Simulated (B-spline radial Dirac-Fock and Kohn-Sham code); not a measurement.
**Kohn-Sham estimates against Dirac-Fock for the levels of Ce**

System: neutral cerium, configuration [Xe] 4f1 5d1 6s2.

The density-functional columns are spherical, spin-unpolarised Dirac-Kohn-Sham results without Breit or QED terms: −ε is minus the orbital energy of the initial state and ΔSCF the difference of two total energies, and "half-occupied" is minus the orbital energy with half an electron removed (Slater transition state). The reference in the last column comes from Dirac-Fock (average of configuration) total-energy differences with a finite nucleus, the Breit interaction including its frequency dependence, and self-energy and vacuum-polarisation corrections. All numbers are from a B-spline atomic structure program, in eV; a selection of levels is shown. The Kohn-Sham columns are given as differences from the reference. For the 1s level of heavy atoms much of the gap between ΔSCF and the reference is the Breit and QED part, -156.0 eV here; for other levels the error of the functional can be larger.

```
level  PBE −ε − DF  PBE ΔSCF − DF  LDA −ε − DF  LDA half-occupied − DF  Dirac-Fock
   1s       -219.3         +185.6       -260.6                  +144.0     40450.6
   2s       -125.7          -53.0       -131.2                   -58.3      6564.8
2p1/2        -95.1           -3.6        -97.4                    -5.9      6174.7
2p3/2       -100.6          -16.6       -102.3                   -18.3      5733.6
   3s        -64.1          -40.5        -65.8                   -42.1      1450.7
3p1/2        -51.6          -26.8        -52.2                   -27.5      1285.9
3p3/2        -50.9          -27.4        -51.4                   -27.9      1197.5
3d3/2        -32.2           -5.3        -32.1                    -5.2       912.5
3d5/2        -32.7           -6.2        -32.6                    -6.1       894.1
   4s        -29.1          -18.9        -29.8                   -19.7       309.7
4p1/2        -22.5          -12.5        -22.9                   -13.0       246.5
4p3/2        -22.4          -12.8        -22.9                   -13.3       227.6
4d3/2         -9.8           -0.7         -9.8                    -0.8       122.1
4d5/2         -9.8           -0.9         -9.9                    -1.0       118.8
   4f         -4.7           +2.3         -4.4                    +2.5       10.05
   5s         -8.4           -3.2         -8.3                    -3.1       48.94
5p1/2         -4.3           +0.5         -4.2                    +0.5       29.44
5p3/2         -4.3           +0.3         -4.2                    +0.4       26.64
   5d         -2.6           +0.8         -2.4                    +0.9        5.61
   6s         -1.0           +1.3         -0.9                    +1.5        4.76
```

Values without a named source are computed, but for edge energies of neutral atoms, which are taken from tables.
